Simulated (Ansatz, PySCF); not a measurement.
Dimer: CH4 (SMILES C) (first 5 atoms) with HI (SMILES I); geometry from B3LYP-D3(BJ)/def2-TZVP.
(charge 0, multiplicity 1):
```csv
atom,x (Å),y (Å),z (Å)
C,-0.1406,-0.0624,-0.1220
H,-0.9665,0.4336,0.3869
H,-0.2462,0.0772,-1.1969
H,0.8051,0.3694,0.2042
H,-0.1561,-1.1282,0.1040
I,0.2620,-0.6072,4.1568
H,0.1332,-0.4224,2.5576
```

Monomers are frozen at their geometry in the pair; levels with a basis set take the counterpoise correction. Rows marked so take none.

Rows in 3-21G carry no dispersion term and start afresh at each structure; the Pople sets are all-electron and without relativity.

Run with Ansatz (a quantum-chemistry and plane-wave program); PySCF for 3-21G rows, the dispersion terms.  In def2 rows elements past Kr take small-core potentials, without spin–orbit coupling.

One of these levels gives 0.29 kcal/mol for the interaction energy. Name it.
A. HF/3-21G (no counterpoise)
B. r2SCAN/def2-TZVPPD
C. B3LYP-D3(BJ)/def2-TZVPPD
D. SVWN5/def2-TZVPPD

A, HF/3-21G (no counterpoise). The others give -1.81 (SVWN5/def2-TZVPPD), -0.60 (r2SCAN/def2-TZVPPD), -0.96 (B3LYP-D3(BJ)/def2-TZVPPD)
